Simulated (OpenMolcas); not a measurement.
## Ionisation energies of platinum

```
Program             : OpenMolcas 26.06
Basis               : ANO-R2 [8s6p5d3f1g]
Scalar Hamiltonian  : X2C, finite nucleus
Spin-orbit coupling : RASSI with atomic mean-field integrals over the reference wave functions, term energies averaged over their components
```

Active shells in each charge state: the valence d shell, with orbitals averaged over the low states. Where CASPT2's correlated closed shells are named, they are those of the first ion.

A. CASSCF
B. SS-CASPT2, IPEA 0.25 Eh, imaginary shift 0.1 Eh (closed shells correlated: 5s 5p)
C. SS-CASPT2, IPEA 0 Eh, imaginary shift 0.1 Eh (closed shells correlated: 5s 5p)
D. SS-CASPT2, IPEA 0.25 Eh, imaginary shift 0.1 Eh (closed shells correlated: 4f 5s 5p)
E. SS-CASPT2, IPEA 0.25 Eh, imaginary shift 0.1 Eh (closed shells correlated: none)

Energies in eV between the lowest computed levels, named as in B; reference values from the NIST Atomic Spectra Database with their kind.

| From | To | A | B | C | D | E | Spin-orbit share in B | Reference |
| --- | --- | --- | --- | --- | --- | --- | --- | --- |
| Pt2+ 5d⁸ ³F₄ | Pt3+ 5d⁷ ⁴F_9/2 | 29.150 | 30.631 | 30.591 | 30.762 | 30.610 | -0.073 | 29.000 (theoretical) |
| Pt3+ 5d⁷ ⁴F_9/2 | Pt4+ 5d⁶ ⁵D₄ | 42.908 | 44.169 | 44.174 | 44.324 | 44.119 | +0.252 | 43.000 (theoretical) |
| Pt4+ 5d⁶ ⁵D₄ | Pt5+ 5d⁵ ⁶S_5/2 | 56.661 | 57.957 | 57.940 | 58.134 | 57.847 | +0.662 | 56.000 (theoretical) |
| Pt5+ 5d⁵ ⁶S_5/2 | Pt6+ 5d⁴ ⁵D₀ | 75.364 | 76.079 | 76.140 | 76.327 | 75.913 | -1.163 | 75.000 (theoretical) |
| Pt6+ 5d⁴ ⁵D₀ | Pt7+ 5d³ ⁴F_3/2 | 91.090 | 91.843 | 91.892 | 92.109 | 91.570 | -0.506 | 91.000 (theoretical) |
| Pt7+ 5d³ ⁴F_3/2 | Pt8+ 5d² ³F₂ | 108.254 | 108.913 | 108.960 | 109.196 | 108.540 | -0.119 | 109.000 (theoretical) |

The lowest level within the active space need not be the ion's true ground level.
